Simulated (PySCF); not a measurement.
TiC: from constants to spectrum

PBE0 constants of TiC, ⁵Δ (quintet), unpaired electrons σ ↑, π ↑↑, δ ↑, a second solution, started from another occupation (Ti def2-TZVP, C def2-TZVP; no relativity (PySCF 2.14); masses 47.9479 and 12.0000 u):

- ωe: 720.5 cm⁻¹
- ωexe: 5.01 cm⁻¹
- Be: 0.48758 cm⁻¹
- αe: 0.00396 cm⁻¹
- D (centrifugal): 8.93e-07 cm⁻¹

Give the vibrational terms G(v) and spacings up to v = 6.

G(v) = ωe(v+½) − ωexe(v+½)².

```
v  G(v) (cm⁻¹)  G(v) − G(v−1)  Bv (cm⁻¹)
0          359                    0.4856
1         1069            710     0.4816
2         1770            700     0.4777
3         2460            690     0.4737
4         3141            680     0.4698
5         3811            670     0.4658
6         4472            660     0.4618
```

De is left out where the level can put another filling of the metal’s s and d shells below the measured ground configuration, by anything from nothing to about 1 eV.
